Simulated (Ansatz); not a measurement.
Geometry optimisation, RKS PBE/def2-SVP in Ansatz 0.2.0.

Input file:

```yaml
crystal:
  periodic: [false, false, false]
  atoms:
    - { symbol: W, position_ang: [0.0, 0.0, 0.0] }
    - { symbol: H, position_ang: [0.0, 0.0, 2.07] }
    - { symbol: H, position_ang: [1.72, 0.0, 0.0] }
    - { symbol: H, position_ang: [0.0, 1.72, 0.0] }
    - { symbol: Cl, position_ang: [-2.39, 0.0, 0.0] }
    - { symbol: H, position_ang: [0.0, -1.72, 0.0] }
    - { symbol: H, position_ang: [0.0, 0.0, -1.72] }
    - { symbol: Br, position_ang: [-2.046, 1.7977, 0.905] }
    - { symbol: H, position_ang: [-0.7554, 0.6637, 2.129] }
basis:
  gaussian: { orbitals: def2-SVP }
hamiltonian:
  xc: pbe
relax:
  f_tol: 0.15
  max_steps: 25
  restrain:
    - { distance: [0, 7], at: 2.57, k: 30.0 }
    - { distance: [8, 1], at: 0.66, k: 30.0 }
    - { distance: [0, 1], at: 2.92, k: 30.0 }
    - { distance: [8, 7], at: 2.75, k: 30.0 }
```

Command:

```bash
$ ansatz run input.yaml --threads 2 --pin off --max-ram 3072MiB --backend cpu --events-out ev --progress --plain --runs-dir out
```

Where does it end, and by what steps?

The forces met the threshold. The restraints hold the end off the free minimum. After 15 steps the energy has fallen by 9.285 eV (the restraints' own energy left out); Cl5 moved furthest, 1.58 Å. Parted: W1–H2 (2.07 → 2.92 Å), Cl5–Br8 (2.04 → 4.22 Å). Joined: H2–H9 (1.01 → 0.72 Å).

```tsv
step	energy less start (eV)	largest force component (eV/Å)	accepted
0	0.0000	7.608	yes
1	-1.8416	7.376	yes
2	-3.7312	5.760	yes
3	-5.5046	3.096	yes
4	-6.8912	1.974	yes
5	-7.6174	1.442	yes
6	-7.9236	1.153	yes
7	-8.0742	1.361	yes
8	-8.3039	1.270	yes
9	-8.6054	1.234	yes
10	-8.8670	1.293	yes
11	-9.1455	1.456	yes
12	-9.2518	1.668	yes
13	-9.2598	2.056	yes
14	-9.2662	2.060	yes
15	-9.2854	1.779	yes
```

```xyz
9
Properties=species:S:1:pos:R:3
W -0.516 0.277 -0.245
H -0.818 -0.013 2.646
H 0.964 0.043 -1.002
H 0.851 0.778 0.593
Cl -1.920 -1.508 -0.012
H 0.516 -0.857 0.425
H -0.478 0.457 -1.927
Br -1.171 2.614 0.485
H -0.899 0.671 2.420
```

The run took 40 s on 2 threads of Intel(R) Xeon(R) CPU @ 2.60GHz (Ice Lake) (shared host), peak memory 0.18 GiB.
